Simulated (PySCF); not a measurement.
Coordinates in bohr (charge 0 multiplicity 1):
```
As    1.9848   -0.7180    0.0000
As   -1.9848    0.7180    0.0000
H    -1.1170    3.4760    0.0000
H     1.1170   -3.4760    0.0000
```

These are results of PBE0/[As def2-TZVP, H def2-TZVP], no relativity, density fitting, PySCF, not measurements.

This geometry of As₂H₂ is a stationary point at this level.

**Question.** What is the point group?

**Answer.** C2h.

**Question.** Is it a minimum?

**Answer.** Yes: all harmonic wavenumbers are real.

**Question.** List the harmonic modes with their infrared intensities.

**Answer.** 
```tsv
symmetry	ω (cm⁻¹)	IR (km/mol)
ag	366	0.0
bu	586	6.4
au	682	0.6
ag	839	0.0
ag	2170	0.0
bu	2186	179
```

**Question.** Give the ideal-gas entropy at 298.15 K and 1 bar by parts.

**Answer.** translation 171.5, rotation 92.9, vibration 8.7, spin 0.0; total 273.0 J/(mol K).

**Question.** What is the atomisation energy, with and without zero-point energy?

**Answer.** 840 kJ/mol without, 799 kJ/mol with.

In C2h the vibrations span 3ag + 2bu + au. The ag modes carry no infrared intensity, as symmetry demands. With a centre of inversion only u modes can be infrared active and only g modes Raman active.

Other isomers or separated fragments may lie lower.
